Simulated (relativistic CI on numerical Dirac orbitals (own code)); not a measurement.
Line list: Electric-dipole lines, Be II

Method of calculation: Dirac-Coulomb-Breit CI, KLI orbitals optimised for each configuration, model QED, valence Slater integrals scaled by 0.85, P86 correlation estimate, and configurations built on the next ion tied to the tabulated ionisation energy (semi-empirical) (own radial code, finite nucleus).

Configurations in the expansion (outside the closed core 1s2): 2s, 2p, 3s, 3p, 3d, 4s, 4p, 4d, 4f. Levels of other configurations are missing.

| λ vac (Å) | Lower | Upper | A (s⁻¹) | E lower (eV) | E upper (eV) |
| --- | --- | --- | --- | --- | --- |
| 840.72 | 2s 2S_1/2 [1] | 4p 2P°_3/2 [11] | 8.35e+07 | 0.0000 | 14.7474 |
| 840.72 | 2s 2S_1/2 [1] | 4p 2P°_1/2 [10] | 8.36e+07 | 0.0000 | 14.7473 |
| 1037.3 | 2s 2S_1/2 [1] | 3p 2P°_3/2 [6] | 1.50e+08 | 0.0000 | 11.9527 |
| 1037.3 | 2s 2S_1/2 [1] | 3p 2P°_1/2 [5] | 1.50e+08 | 0.0000 | 11.9526 |
| 1143.1 | 2p 2P°_1/2 [2] | 4d 2D_3/2 [12] | 3.21e+08 | 3.9220 | 14.7683 |
| 1143.2 | 2p 2P°_3/2 [3] | 4d 2D_5/2 [13] | 3.85e+08 | 3.9226 | 14.7684 |
| 1143.2 | 2p 2P°_3/2 [3] | 4d 2D_3/2 [12] | 6.42e+07 | 3.9226 | 14.7683 |
| 1192.6 | 2p 2P°_1/2 [2] | 4s 2S_1/2 [9] | 4.76e+07 | 3.9220 | 14.3180 |
| 1192.7 | 2p 2P°_3/2 [3] | 4s 2S_1/2 [9] | 9.52e+07 | 3.9226 | 14.3180 |
| 1539.1 | 2p 2P°_1/2 [2] | 3d 2D_3/2 [7] | 9.02e+08 | 3.9220 | 11.9776 |
| 1539.2 | 2p 2P°_3/2 [3] | 3d 2D_5/2 [8] | 1.08e+09 | 3.9226 | 11.9776 |
| 1539.2 | 2p 2P°_3/2 [3] | 3d 2D_3/2 [7] | 1.80e+08 | 3.9226 | 11.9776 |
| 1777.8 | 2p 2P°_1/2 [2] | 3s 2S_1/2 [4] | 1.37e+08 | 3.9220 | 10.8958 |
| 1778.0 | 2p 2P°_3/2 [3] | 3s 2S_1/2 [4] | 2.74e+08 | 3.9226 | 10.8958 |
| 3160.8 | 2s 2S_1/2 [1] | 2p 2P°_3/2 [3] | 1.12e+08 | 0.0000 | 3.9226 |
| 3161.3 | 2s 2S_1/2 [1] | 2p 2P°_1/2 [2] | 1.12e+08 | 0.0000 | 3.9220 |
| 3219.1 | 3s 2S_1/2 [4] | 4p 2P°_3/2 [11] | 1.27e+07 | 10.8958 | 14.7474 |
| 3219.1 | 3s 2S_1/2 [4] | 4p 2P°_1/2 [10] | 1.27e+07 | 10.8958 | 14.7473 |
| 4403.2 | 3p 2P°_1/2 [5] | 4d 2D_3/2 [12] | 9.23e+07 | 11.9526 | 14.7683 |
| 4403.4 | 3p 2P°_3/2 [6] | 4d 2D_5/2 [13] | 1.11e+08 | 11.9527 | 14.7684 |
| 4403.4 | 3p 2P°_3/2 [6] | 4d 2D_3/2 [12] | 1.85e+07 | 11.9527 | 14.7683 |
| 5241.6 | 3p 2P°_1/2 [5] | 4s 2S_1/2 [9] | 3.38e+07 | 11.9526 | 14.3180 |
| 5241.9 | 3p 2P°_3/2 [6] | 4s 2S_1/2 [9] | 6.76e+07 | 11.9527 | 14.3180 |

Terms are leading LS components. Brackets give the number of a level in order of energy, since labels repeat. The list gives strong lines, with weight on those to low levels, without lines whose two gauges differ by over a factor of 2.5, and without lines across small gaps between configurations, and without 6 lines that miss the measured interval by over 3.5 %, start from a term whose rates miss tabulated ones by over 60 %, have gauges far apart or, lacking measured levels, span too small a gap for the errors found; lines with a level outside our table were not tested and can miss by more. Levels whose partners in the same complex of configurations lie outside the list can be far off, and so can their lines. Rates are taken at the computed energies, electric ones in the length gauge.

Configurations that consist of the next ion and one excited electron were tied to the tabulated ionisation energy; Rydberg ones are usually within 1,000 to 3,000 cm⁻¹ and the lowest ones within about 6,000 (9,000 in d shells), while levels on excited terms of the next ion carry the error of that term, and the other configurations can be misplaced by 10,000 cm⁻¹ or more. Rates follow the energies as ν³ (E1, M1) or ν⁵ (E2), so rates, branching and lifetimes can be off by large factors. The fine structure of a lone outer electron comes out too small, for d and f at times inverted, and misplaced configurations move strength between like terms. 14 of the 14 excited levels that our extract of the measured tables holds in this range could be paired (the sources list more); they are missed by 359 cm⁻¹ on average and 1449 at most, and levels without a partner can miss by more.

**Question.** From the table, what is the radiative lifetime of 4d 2D_3/2?

**Answer.** The listed rates from this level add up to about 4.96e+08 s⁻¹, 100 % of its decay; with all channels τ = 2.01e-09 s.
